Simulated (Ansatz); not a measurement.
Computed with Ansatz on PBE0-D4/def2-TZVP structures; ΔE is electronic, products minus reactants. CBS: MP2 limit from def2 TZ/QZ plus the TZ coupled-cluster correction, frozen cores. This one scheme is used for every species. Double bonds are as drawn, so ΔE can hold a change between cis and trans. Functionals use def2-TZVPP. One conformer a species, not always the lowest.

Reaction (substitution at a C–B bond): `C/C=C\BCl` + H–F → `C/C=C\F` + `BCl`

(1) Is it downhill or uphill in electronic energy at CCSD(T)/CBS, and by how much? (Best estimate.)

(2) What do these levels give: PBE-D4, r2SCAN-D4, ωB97M-V, CCSD/def2-TZVPP, MP2/CBS(def2), CCSD/CBS(def2)? (An estimate is asked.)

Largest T1 diagnostic among the species: 0.012.

Results:

(1) Ansatz gave: Uphill: ΔE = +26.0 kcal/mol.

(2) Ansatz gave: PBE-D4 23.9, r2SCAN-D4 23.6, ωB97M-V 23.1, CCSD/def2-TZVPP 24.0, MP2/CBS(def2) 28.9, CCSD/CBS(def2) 25.3 kcal/mol.

From PBE to PBE0 (25 % exact exchange), in def2-TZVPP and without D4, ΔE moves by +0.9 kcal/mol. The D4 term adds +2.0 kcal/mol with B3LYP and +1.1 kcal/mol with PBE0; it sums over pairs of atoms, weighted by their polarisabilities, and B3LYP, whose exchange is more repulsive, gets the larger term.

B3LYP here is the variant with VWN-RPA as its local correlation; programs differ in this.
